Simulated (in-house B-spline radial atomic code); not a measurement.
Atomic self-consistent-field run: Os⁸⁺. Computed with a radial B-spline atomic code at the basis-set limit: scalar-relativistic (X2C) BHandHLYP, spin-polarised, spherical fractional occupations, Fermi nucleus of rms radius 5.4126 fm.

Command:
```bash
python run_scf.py task.json out
```
Settings (nuclear radius in fm, mass in u):
```
Z                76
configuration    [Xe] 4f14
hamiltonian      x2c
method           bhandhlyp
spin_polarised   True
nucleus          fermi
rms_radius       5.4126
atomic_mass      191.96148
speed_of_light   137.035999084
```

Output (hartree, bohr):
```
 radial grid: 66 intervals, B-splines of order 8, outer radius 16.6667 bohr

 iter        energy (Eh)    residual
    1      -17224.544087    7.95e-01
    2      -17229.797436    8.27e-01
    3      -17240.350576    9.65e-02
    4      -17240.436552    3.49e-02
    5      -17240.448423    6.66e-03
    6      -17240.448791    7.58e-04
    7      -17240.448800    5.64e-04
    8      -17240.448804    6.82e-05
    9      -17240.448804    2.91e-06
   10      -17240.448804    2.60e-08

 total energy                    -17240.44880
 kinetic                           19580.3869
 electron-nucleus                 -42924.1332
 Hartree                            6443.9764
 exact exchange                     -167.8642
 exchange-correlation               -172.8147

 orbital      occ     eigenvalue          <r>       <r^2>       <1/r>       r_max
 1s up      1.000     -2721.8108    0.0169131 0.000402123     99.7256     0.01007
 1s down    1.000     -2721.8108    0.0169131 0.000402123     99.7256     0.01007
 2s up      1.000      -480.3283    0.0740471  0.00655177     23.3508      0.0632
 2s down    1.000      -480.3283    0.0740471  0.00655177     23.3508      0.0632
 2p up      3.000      -420.3261    0.0666895  0.00545267     19.3326     0.05158
 2p down    3.000      -420.3261    0.0666895  0.00545267     19.3326     0.05158
 3s up      1.000      -116.3417     0.193147   0.0428057     8.40089      0.1788
 3s down    1.000      -116.3417     0.193147   0.0428057     8.40089      0.1788
 3p up      3.000       -98.4800     0.193572   0.0435646     7.33605       0.177
 3p down    3.000       -98.4800     0.193572   0.0435646     7.33605       0.177
 3d up      5.000       -77.7563     0.176162   0.0363713     6.81111      0.1444
 3d down    5.000       -77.7563     0.176162   0.0363713     6.81111      0.1444
 4s up      1.000       -28.6202     0.431821    0.210619     3.47916      0.4053
 4s down    1.000       -28.6202     0.431821    0.210619     3.47916      0.4053
 4p up      3.000       -22.6767     0.458063     0.23871     3.06738      0.4246
 4p down    3.000       -22.6767     0.458063     0.23871     3.06738      0.4246
 4d up      5.000       -15.0524      0.48871    0.276355     2.71175      0.4352
 4d down    5.000       -15.0524      0.48871    0.276355     2.71175      0.4352
 5s up      1.000        -7.8625     0.982223     1.07693     1.39167       0.908
 5s down    1.000        -7.8625     0.982223     1.07693     1.39167       0.908
 5p up      3.000        -6.1640      1.09995     1.35435     1.20131       1.007
 5p down    3.000        -6.1640      1.09995     1.35435     1.20131       1.007
 4f up      7.000        -6.6137     0.545588    0.361956     2.26285      0.4061
 4f down    7.000        -6.6137     0.545588    0.361956     2.26285      0.4061
```

Cost of the run: 0.62 s on 1 thread of Arm Neoverse V1, on a shared host.

One-electron X2C: radii and densities carry no picture-change correction, so inner-shell <1/r> comes out high (for 1s by about 2 % at Z = 33, 5 % at 54, 10 % at 75, 30 % at 118) and <r> low.
